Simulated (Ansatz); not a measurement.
Cost and result for the atomization energy of CH4GeOSe, SMILES `C1[O][GeH2][Se]1` (8 atoms, 8 bonds).

```xyz
8

C    -1.108    0.448   -0.337
O    -0.034    0.951    0.414
Ge    1.139   -0.416    0.367
Se   -0.556   -1.404   -0.907
H    -2.017    0.370    0.262
H    -1.288    1.047   -1.232
H     1.416   -0.977    1.774
H     2.447   -0.019   -0.341
```

The species carries charge 0 and has multiplicity 1. Correlated methods include outer-core shells of Ge, Se, which these sets cover unevenly. Scalar relativity is left out up to krypton. The structure was optimised at the PBE0-D4/def2-TZVP level. Program: Ansatz. All runs use 4 threads of an Arm Neoverse V2 on a shared host. Times are those of one run each, without the atoms' runs, and a repeat can differ threefold. Electronic energies, without spin–orbit coupling; frozen cores. CCSD(T)/CBS adds CCSD(T) − MP2 in def2-TZVPP to the MP2 limit, and its time is that of the two runs behind it. T1 = 0.011. With those shells the extrapolation isn't a true limit. B3LYP takes the VWN-RPA correlation (the form of Gaussian; ORCA's B3LYP/G).

CCSD(T)/CBS is a level of theory with its own doubt, some kJ/mol a heavy atom from the limit and from the frozen cores, so smaller differences don't rank the functionals.

```tsv
level	functions	wall time	atomization (kcal/mol)	difference from CCSD(T)/CBS	per bond
PBE-D4/def2-TZVPP (with forces)	214	1.9 s	639.6	10.2	1.3
PBE0-D4/def2-TZVPP	214	2.4 s	624.8	-4.6	-0.6
B3LYP-D4/def2-TZVPP (with forces)	214	3.8 s	620.3	-9.1	-1.1
r2SCAN-D4/def2-TZVPP (with forces)	214	4.2 s	629.1	-0.3	0.0
B2PLYP/def2-TZVPP	214	4.5 s	615.8	-13.6	-1.7
ωB97X-V/def2-TZVPP	214	7 s	629.7	0.3	0.0
ωB97M-V/def2-TZVPP (with forces)	214	9.5 s	622.5	-6.9	-0.9
MP2/def2-QZVPP	412	17 s	633.7	4.3	0.5
CCSD(T)/def2-TZVPP	214	120 s	612.2	-17.2	-2.2
CCSD(T)/CBS(def2)	–	2.2 min	629.4	0.0	0.0
```

In def2-TZVPP, CCSD(T) changes the Hartree–Fock value by +190.5 kcal/mol (the triples alone add +13.2 kcal/mol) and MP2 by +202.1 kcal/mol; breaking electron pairs costs correlation energy, which Hartree–Fock lacks. From PBE to PBE0 (25 % exact exchange), in def2-TZVPP and without D4, the atomization energy moves by −14.1 kcal/mol: exact exchange takes away binding that semilocal exchange gives to molecules. The D4 term adds +7.6 kcal/mol with B3LYP and +3.9 kcal/mol with PBE0; it sums over pairs of atoms, weighted by their polarisabilities, and B3LYP, whose exchange is more repulsive, gets the larger term.
